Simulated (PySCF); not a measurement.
CH3FMoS2, SMILES [CH3][Mo]([F])(=[S])=[S], multiplicity 1. Atoms are numbered in the order given.

```xyz
8

Mo     0.0914     0.1995     0.0000
S     -0.0528    -1.0198    -1.7290
S     -0.0528    -1.0198     1.7290
F      1.5534     1.3396     0.0000
C     -1.6922     1.2861     0.0000
H     -2.5934     0.6425     0.0000
H     -1.6917     1.9186     0.9140
H     -1.6917     1.9186    -0.9140
```
Charge 0, spin multiplicity 1.

The structure is a stationary point at PBE-D3(BJ)/def2-SVP. The multiplicity is an assumed one; no other spin state was optimised. The structure was generated by enumeration; whether it is a known compound was not checked. The def2 effective core potentials stand for the cores of Mo; spin–orbit coupling is left out.

Method: PBE-D3(BJ)/def2-SVP run with PySCF 2.14.0.

Frequencies are harmonic and unscaled.

```json
[
 {"mode": "1", "ν (cm⁻¹)": "157", "IR (km/mol)": "2.8", "moving atoms (share of kinetic energy)": "F 51 %, S 22 %, Mo 20 %"},
 {"mode": "2", "ν (cm⁻¹)": "170", "IR (km/mol)": "0.7", "moving atoms (share of kinetic energy)": "C 35 %, S 24 %, H 21 %, Mo 12 %, F 8 %"},
 {"mode": "3", "ν (cm⁻¹)": "177", "IR (km/mol)": "2.0", "moving atoms (share of kinetic energy)": "H 38 %, S 27 %, C 24 %, F 11 %"},
 {"mode": "4", "ν (cm⁻¹)": "186", "IR (km/mol)": "0.0", "moving atoms (share of kinetic energy)": "F 44 %, H 38 %, S 12 %"},
 {"mode": "5", "ν (cm⁻¹)": "187", "IR (km/mol)": "0.1", "moving atoms (share of kinetic energy)": "S 77 %, Mo 18 %"},
 {"mode": "6", "ν (cm⁻¹)": "191", "IR (km/mol)": "0.4", "moving atoms (share of kinetic energy)": "H 46 %, C 19 %, S 16 %, F 10 %, Mo 9 %"},
 {"mode": "7", "ν (cm⁻¹)": "527", "IR (km/mol)": "4.5", "moving atoms (share of kinetic energy)": "S 45 %, C 25 %, H 23 %"},
 {"mode": "8", "ν (cm⁻¹)": "549", "IR (km/mol)": "39.3", "moving atoms (share of kinetic energy)": "C 37 %, S 28 %, Mo 22 %, H 12 %"},
 {"mode": "9", "ν (cm⁻¹)": "557", "IR (km/mol)": "47.8", "moving atoms (share of kinetic energy)": "S 60 %, Mo 27 %, H 11 %"},
 {"mode": "10", "ν (cm⁻¹)": "577", "IR (km/mol)": "1.3", "moving atoms (share of kinetic energy)": "H 62 %, C 19 %, F 12 %"},
 {"mode": "11", "ν (cm⁻¹)": "657", "IR (km/mol)": "18.3", "moving atoms (share of kinetic energy)": "H 72 %, C 15 %"},
 {"mode": "12", "ν (cm⁻¹)": "700", "IR (km/mol)": "97.6", "moving atoms (share of kinetic energy)": "F 70 %, Mo 22 %"},
 {"mode": "13", "ν (cm⁻¹)": "1128", "IR (km/mol)": "2.2", "moving atoms (share of kinetic energy)": "H 79 %, C 21 %"},
 {"mode": "14", "ν (cm⁻¹)": "1329", "IR (km/mol)": "12.8", "moving atoms (share of kinetic energy)": "H 94 %"},
 {"mode": "15", "ν (cm⁻¹)": "1341", "IR (km/mol)": "12.1", "moving atoms (share of kinetic energy)": "H 95 %"},
 {"mode": "16", "ν (cm⁻¹)": "2950", "IR (km/mol)": "6.2", "moving atoms (share of kinetic energy)": "H 98 %"},
 {"mode": "17", "ν (cm⁻¹)": "3059", "IR (km/mol)": "0.1", "moving atoms (share of kinetic energy)": "H 90 %, C 10 %"},
 {"mode": "18", "ν (cm⁻¹)": "3090", "IR (km/mol)": "2.4", "moving atoms (share of kinetic energy)": "H 91 %, C 9 %"}
]
```
